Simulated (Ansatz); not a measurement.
One change: `[CH3][Mg][N](C)C` becomes `C[N](C)[InH][SH]`.

Ansatz, PBE0-D4/def2-TZVP geometries, multiplicity 1. Each molecule was computed in one conformer, which needn't be the lowest.

Elements past krypton have def2 core potentials.

```json
{"property": "LUMO energy (B3LYP/def2-TZVPP) / eV", "`[CH3][Mg][N](C)C`": "-0.95"}
{"property": "LUMO energy (PBE/def2-TZVPP) / eV", "`[CH3][Mg][N](C)C`": "-1.38"}
{"property": "HOMO energy (ωB97M-V/def2-TZVPP) / eV", "`[CH3][Mg][N](C)C`": "-7.61"}
{"property": "LUMO energy (PBE0/def2-TZVPP) / eV", "`[CH3][Mg][N](C)C`": "-0.69"}
{"property": "size of the dipole moment (PBE/def2-TZVPP) / D", "`[CH3][Mg][N](C)C`": "0.41"}
{"property": "HOMO energy (PBE0/def2-TZVPP) / eV", "`[CH3][Mg][N](C)C`": "-5.31"}
```

Problem. What does the change do to each property? (Estimate.)

Solution. Ansatz gave: 
```tsv
property	`C[N](C)[InH][SH]`	shift
LUMO energy (B3LYP/def2-TZVPP) / eV	-1.23	-0.28
LUMO energy (PBE/def2-TZVPP) / eV	-1.64	-0.26
HOMO energy (ωB97M-V/def2-TZVPP) / eV	-8.37	-0.76
LUMO energy (PBE0/def2-TZVPP) / eV	-0.98	-0.29
size of the dipole moment (PBE/def2-TZVPP) / D	1.85	1.44
HOMO energy (PBE0/def2-TZVPP) / eV	-6.12	-0.81
```

With PBE0 the HOMO falls by 0.81 eV and the LUMO falls by 0.29 eV, so the gap widens by about 0.52 eV. PBE moves the HOMO by -0.84 eV and ωB97M-V by -0.76 eV. Dipoles are sizes alone; their direction can turn.

B3LYP here is the variant with VWN-RPA as its local correlation; programs differ in this.
